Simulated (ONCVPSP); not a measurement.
## Configuration tests for potassium (K) (ONCV)

* Element: potassium (K)
* Generator: ONCVPSP 4.0.1
* Type: optimised norm-conserving Vanderbilt (ONCV)
* Functional: PBE
* Relativity: non-relativistic
* Frozen core: [Ne]
* Valence charge: 9
* Reference configuration: 3s2 3p6 4s0.75 (charge +0.25)
* Partial waves: 3s+4s: rc 2.05 bohr, ncon 4, nbas 7, qcut 6.5 1/bohr, 3 projectors, debl 3 Ha; 3p: rc 1.50 bohr, ncon 4, nbas 8, qcut 4.5 1/bohr, 2 projectors, debl 0.7 Ha; d scattering state at 0.09 Ha: rc 1.50 bohr, ncon 4, nbas 9, qcut 7.1 1/bohr, local
* Local potential: the d channel
* Core correction: none

In the p channel the program set the typed energies aside and used -0.742, 0.250 Ha.

Energies are relative to the spin-unpolarised reference configuration 3s2 3p6 4s0.75; without spin polarisation the order of configurations can differ from experiment.

```
valence configuration  charge  ΔE all-electron (eV)  error AE − PS (meV)
          3s2 3p6 4s1       0                -0.696                  0.0
          3s2 3p6 4s0      +1                 3.601                  0.0
```

Question: What are ΔE and the potential's error for 3s2 3p6 4s0.5?

Answer: ΔE = 0.940 eV all-electron; the error (AE − PS) is 0.0 meV.

Question: What are ΔE and the potential's error for 3s2 3p5 4s1?

Answer: ΔE = 24.267 eV all-electron; the error (AE − PS) is +12 meV.
